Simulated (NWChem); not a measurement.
# CH₆N cation; SMILES [NH3+]C

Program: NWChem. The geometry was optimised at B3LYP/6-31G* (spherical d). Level: PBE/def2-SVP with SMD (1 M gas to 1 M solution), gas-phase geometry. Reactions with the solvent are ignored.

| solvent | dielectric constant | solvation free energy (kcal/mol) | cavity-dispersion-structure term (kcal/mol) |
|---|---|---|---|
| water | 78.4 | -72.5 | 3.3 |
| ethanol | 24.9 | -73.0 | 0.6 |
| 1-octanol | 9.86 | -68.1 | 0.9 |
| 1,4-dioxane | 2.21 | -40.9 | 0.9 |
